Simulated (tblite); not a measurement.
A tight-binding relaxation on `O(CC)[SiH-]Br`.

Computed with GFN2-xTB geometry optimisation, gas phase (tblite 0.8.0). Start geometry: from a force field or distance geometry. A driver script takes a list of jobs; this job's settings line and coordinates (Å) are shown.

Command:
```bash
OMP_NUM_THREADS=1 python probes_run.py task.json out
```

Input:
```
{"job": {"kind": "relax", "xc": "GFN2-xTB", "basis": "xTB"}, "charge": -1, "multiplicity": 1}
C     -1.676500     0.280200    -0.044600
C     -0.287000    -0.291500    -0.012900
O      0.628200     0.742000     0.361600
Si     2.240600     0.403900     0.480000
Br     3.099800     0.282000    -1.541600
H     -1.963400     0.699700     0.928500
H     -2.414800    -0.480500    -0.320700
H     -1.737200     1.106100    -0.764800
H     -0.025500    -0.702700    -0.990500
H     -0.251200    -1.107300     0.740300
H      2.392400    -0.929400     1.138600
```

Question: What does the run print?

Answer: 
```
step      E/eV     max force
  0    -475.17055    3.027
  1    -475.39473    2.144
  2    -475.54959    0.983
  3    -475.60821    0.708
  4    -475.63608    0.431
  5    -475.64344    0.378
  6    -475.65324    0.254
  7    -475.65937    0.258
  8    -475.66414    0.224
  9    -475.66865    0.244
... (56 lines left out)
 66    -475.69468    0.023
 67    -475.69472    0.025
 68    -475.69477    0.024
 69    -475.69485    0.034
 70    -475.69497    0.038
 71    -475.69508    0.029
 72    -475.69516    0.024
 73    -475.69520    0.016
 74    -475.69522    0.014
 75    -475.69523    0.009
```

«max force» is the largest atomic force in eV/Å.

Question: From which step on does the largest force stay under 0.1 eV/Å, and how much energy is left to gain from there?

Answer: From step 12 (0.081 eV/Å), 18.7 meV above the end.

Summary of the converged run: energy lowered by 12.1 kcal/mol over 75 steps; largest atomic force 0.009 eV/Å at the end.

Hardware: one thread of an Arm Neoverse N1, no GPU, on a shared host. Cost: 0.62 s wall.
Labels such as C1 count atoms from 1, the log's own numbers from 0.
